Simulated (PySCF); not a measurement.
TPSS single point of singlet SnO₂ at its PBE0 minimum.

An equivalent PySCF input for this run (the driver started from the density of an earlier step):

```python
from pyscf import gto, scf, dft
mol = gto.M(atom='''
Sn     0.000000     0.000000     0.000000
O      0.000000     0.000000     1.798696
O     -0.000000     0.000000    -1.798696''',
    basis={'Sn': 'def2-TZVP', 'O': 'def2-TZVP'},
    ecp={'Sn': 'def2-TZVP'},
    charge=0, spin=0)
mf = dft.RKS(mol, xc='TPSS')
mf.grids.atom_grid = (90, 434)
aux = {'Sn': 'def2-universal-JKFIT', 'O': 'def2-universal-JKFIT'}
mf = mf.density_fit(auxbasis=aux)
mf.conv_tol = 1e-08
mf.diis_space = 10
mf.max_cycle = 60
mf.verbose = 4
mf.kernel()
```

Excerpt of the output:

```
init E= -364.682123397972
  HOMO = -0.258999338365211  LUMO = -0.141529198078562  gap/eV = 3.19653
cycle= 1 E= -364.683908527657  delta_E= -0.00179  |g|= 0.0718  |ddm|= 0.247
  HOMO = -0.27898425940485  LUMO = -0.150698204287512  gap/eV = 3.49084
cycle= 2 E= -364.670970702785  delta_E= 0.0129  |g|= 0.26  |ddm|= 0.284
  HOMO = -0.265168742216057  LUMO = -0.143997228211788  gap/eV = 3.29724
cycle= 3 E= -364.685183523914  delta_E= -0.0142  |g|= 0.0262  |ddm|= 0.187
  HOMO = -0.264061646433246  LUMO = -0.143610961289696  gap/eV = 3.27763
cycle= 4 E= -364.685348624867  delta_E= -0.000165  |g|= 0.00483  |ddm|= 0.0236
  HOMO = -0.263903969634397  LUMO = -0.143639670109238  gap/eV = 3.27256
cycle= 5 E= -364.685353517457  delta_E= -4.89e-06  |g|= 0.000383  |ddm|= 0.00586
  HOMO = -0.263855280968234  LUMO = -0.143584807205631  gap/eV = 3.27273
cycle= 6 E= -364.685353547597  delta_E= -3.01e-08  |g|= 8.23e-05  |ddm|= 0.000532
  HOMO = -0.263857050093825  LUMO = -0.143584615454181  gap/eV = 3.27278
cycle= 7 E= -364.68535354917  delta_E= -1.57e-09  |g|= 9.61e-06  |ddm|= 7.66e-05
  HOMO = -0.263858966706845  LUMO = -0.143586161904167  gap/eV = 3.27279
Extra cycle  E= -364.685353548621  delta_E= 5.49e-10  |g|= 5.21e-05  |ddm|= 3.48e-05
converged SCF energy = -364.685353548621
```

This run, together with those of the ionised and electron-attached species (not shown), took 13 s on 2 threads of a shared Arm Neoverse V2 host, with 112 basis functions; the process peaked at 0.94 GiB. Launch command: `OMP_NUM_THREADS=2 python axn.py task.json out`.
